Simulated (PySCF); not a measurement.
Ionisation energy of W²⁺ by level of theory

W²⁺ [Xe] 4f14 5d4 (5D) → W³⁺ [Xe] 4f14 5d3 (4F), as a difference of total energies. Calculation: PySCF 2.14, in x2c-TZVPPall with one added diffuse shell each of s, p, d, f type (12s8p8d4f1g, 113 functions); the spin-free X2C one-electron Hamiltonian (Gaussian nucleus). The calculations carry no spin-orbit coupling.

```tsv
method	ionisation energy (eV)
UHF	24.768
PBEsol	26.072
wB97M-V	25.645
BHandHLYP	25.561
```

The reference lies between the lowest fine-structure levels, while these numbers refer to the centres of the terms.

For comparison: 26 ± 0.4 eV (semi-empirical (NIST evaluation); NIST Atomic Spectra Database, ionization energies).
